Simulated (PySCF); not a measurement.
C6H6O, SMILES C#C[C@H]1C=COC1.

The structure is a stationary point at PBE-D3(BJ)/def2-SVP. The structure was generated by enumeration; whether it is a known compound was not checked. Other conformers were not sampled.

Computed with PySCF with PBE-D3(BJ)/def2-SVP.

Harmonic, unscaled wavenumbers; measured fundamentals usually lie a few per cent lower.

### Question
Estimate the vibrational spectrum. (An estimate is asked for; the answer gives what the named calculation found.)

### Answer

| mode | ν (cm⁻¹) | IR (km/mol) | moving atoms (share of kinetic energy) |
|---|---|---|---|
| 1 | 83 | 0.7 | C 53 %, H 24 %, O 23 % |
| 2 | 156 | 0.4 | C 71 %, H 20 %, O 8 % |
| 3 | 224 | 6.2 | C 66 %, H 28 % |
| 4 | 412 | 5.6 | C 67 %, H 23 %, O 10 % |
| 5 | 489 | 6.9 | C 82 %, H 10 %, O 9 % |
| 6 | 515 | 5.5 | C 81 %, H 13 % |
| 7 | 622 | 1.8 | C 57 %, H 30 %, O 13 % |
| 8 | 641 | 36.1 | H 74 %, C 23 % |
| 9 | 650 | 34.3 | H 78 %, C 22 % |
| 10 | 691 | 39.6 | H 79 %, C 19 % |
| 11 | 804 | 8.8 | C 63 %, O 27 %, H 11 % |
| 12 | 855 | 7.7 | C 71 %, H 27 % |
| 13 | 880 | 5.0 | H 73 %, C 27 % |
| 14 | 948 | 42.0 | C 56 %, O 23 %, H 22 % |
| 15 | 971 | 10.0 | H 54 %, C 39 % |
| 16 | 1007 | 9.2 | C 53 %, H 39 %, O 9 % |
| 17 | 1042 | 7.8 | C 59 %, H 38 % |
| 18 | 1079 | 1.4 | H 50 %, C 44 % |
| 19 | 1145 | 102.3 | H 40 %, C 34 %, O 25 % |
| 20 | 1177 | 6.1 | H 74 %, C 22 % |
| 21 | 1219 | 4.1 | H 80 %, C 18 % |
| 22 | 1260 | 3.8 | H 70 %, C 27 % |
| 23 | 1271 | 6.0 | H 68 %, C 31 % |
| 24 | 1352 | 3.7 | H 55 %, C 38 % |
| 25 | 1428 | 2.4 | H 91 %, C 8 % |
| 26 | 1639 | 64.5 | C 90 %, H 9 % |
| 27 | 2166 | 8.0 | C 91 %, H 9 % |
| 28 | 2907 | 15.5 | H 92 % |
| 29 | 2974 | 30.3 | H 94 % |
| 30 | 3069 | 15.9 | H 90 %, C 10 % |
| 31 | 3162 | 2.8 | H 92 %, C 8 % |
| 32 | 3203 | 2.5 | H 91 %, C 9 % |
| 33 | 3409 | 75.9 | H 86 %, C 14 % |
